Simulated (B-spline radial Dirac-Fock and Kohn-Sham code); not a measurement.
Calculated with a radial atomic solver, using configuration-average Dirac-Fock orbitals.

Question: This computed X-ray form factor belongs to an atom or ion in its tabulated ground configuration. Which?

```
sin θ/λ (Å⁻¹)      f₀
         0.07  15.959
         0.17  15.759
          0.2  15.668
         0.24  15.526
          0.4  14.743
         0.47  14.311
         0.67  12.888
         1.33   8.401
         2.23   5.547
```

Answer: Mo²⁶⁺, with 16 electrons in [Ne] 3s2 3p4. f₀ tends to the number of electrons as s goes to zero, which the first rows give only roughly, and the rate of fall reflects the nuclear charge, 42.

Question: This computed X-ray form factor belongs to an atom or ion in its tabulated ground configuration. Which?

```
sin θ/λ (Å⁻¹)      f₀
          0.4  11.207
          0.5  10.438
          0.8   8.279
            1   7.168
          1.2   6.277
          1.4   5.511
          1.6   4.814
            3   1.851
            5   1.075
```

Answer: Ni¹⁵⁺, with 13 electrons in [Ne] 3s2 3p1. f₀ tends to the number of electrons as s goes to zero, which the first rows give only roughly, and the rate of fall reflects the nuclear charge, 28.
